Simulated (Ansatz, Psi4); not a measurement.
A ladder of methods for C2H2Cl2Sn (SMILES C#[C][SnH]([Cl])[Cl])

C2H2Cl2Sn has 7 atoms, charge 0, and is taken as a singlet. As SMILES, `C#[C][SnH]([Cl])[Cl]`. The coordinates come from a PBE0-D4/def2-TZVP relaxation.

Quantity: the HOMO–LUMO gap, in eV. The values are calculated.

```
                                             level                    kind  program  value (eV)  CPU time
                     PBE/def2-SVP (core potential)                     GGA   Ansatz        5.22     9.2 s
                  revPBE/def2-SVP (core potential)                     GGA   Ansatz        5.26     9.3 s
                   BHLYP/def2-SVP (core potential)           global hybrid   Ansatz        9.66      13 s
               CAM-B3LYP/def2-SVP (core potential)  range-separated hybrid   Ansatz        9.95      13 s
                 wB97M-V/def2-SVP (core potential)  range-separated hybrid   Ansatz       11.87   1.8 min
wB97X-D/def2-SVP (density fitting, core potential)  range-separated hybrid     Psi4       11.15     4.6 s
                   wB97X/def2-SVP (core potential)  range-separated hybrid   Ansatz       12.11      37 s
                  B2PLYP/def2-SVP (core potential)           double hybrid   Ansatz        9.94      19 s
```

The values span 5.22 to 12.11 eV. Orbital gaps aren't excitation energies, and those of double hybrids come from the SCF part alone; they tend to grow with the share of exact exchange. Times are those of the runs behind each value, whatever else they computed, on shared processors of several kinds: orders of magnitude only.
